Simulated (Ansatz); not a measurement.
```xyz
14

C    -0.084   -1.801    0.766
Al    0.208   -0.079   -0.122
C     0.465    1.565    0.921
O     0.953   -0.109   -1.709
O    -1.471    0.374   -1.147
H    -0.799   -1.716    1.591
H    -0.467   -2.564    0.080
H     0.843   -2.194    1.196
H     1.394    1.517    1.500
H    -0.338    1.732    1.648
H     0.539    2.460    0.294
H     1.540   -0.802   -2.001
H    -0.997    0.341   -1.999
H    -1.786    1.275   -1.019
```

Charge 0, multiplicity 1.

Problem. List the CAM-B3LYP/def2-TZVPP orbital energies in eV (Ansatz). (Best estimate.)

Solution. The calculation gave: Occupied: -1525.05, -524.55, -521.29, -277.28, -277.22, -113.09, -73.81, -73.68, -73.62, -31.92, -27.96, -20.11, -19.84, -18.60, -15.43, -14.87, -13.04, -12.03, -11.95, -11.80, -11.72, -11.09, -10.13, -9.67, -8.38. Lowest empty: 0.81, 1.80, 2.38, 2.74, 3.49, 3.63, 4.02, 4.24.
